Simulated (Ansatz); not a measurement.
Pulling on the Se3–H4 bond in FHSeTe (SMILES F[Te][SeH]) (multiplicity 1 held, fragments rigid). Energies count from the point at 1.477 Å.
Geometry at that point (charge 0, multiplicity 1):
```
atom    x (Å)    y (Å)    z (Å)
----  -------  -------  -------
Te     0.4218   0.2981   0.7323
F      1.5858   1.3313  -0.4238
Se    -1.0581  -0.7511  -0.9716
H     -0.2320  -1.9480  -1.2318
```

Restricted levels (R-, RO-) in cc, def2 and unpolarised 6-31G sets keep to the state of the molecule at rest. Unrestricted levels (U-) break spin symmetry where that is lower. Curves can end on different states.

Frozen-core correlation. Filled d and f shells under p-block atoms count as core.

Programs: Ansatz (Gaussian basis) for Hartree–Fock, density functionals and correlated methods. Values without a source in brackets are computed. In def2 rows elements past Kr take small-core potentials, without spin–orbit coupling.

Q: One of these levels gives 3.395 eV for the energy at R = 4.728 Å. Which one is it?
(A) U-HF/def2-SVP
(B) R-MP2/def2-SVP
(C) U-SCS-MP2/def2-SVP

A: B, R-MP2/def2-SVP. The others give 2.264 (U-HF/def2-SVP), 2.943 (U-SCS-MP2/def2-SVP)

Doubts at one or more of the structures used: a spin-contaminated determinant (U-HF/def2-SVP, U-SCS-MP2/def2-SVP); a restricted determinant that unrestricted orbitals would lower (R-MP2/def2-SVP).

Ansatz is a program for electronic structure.
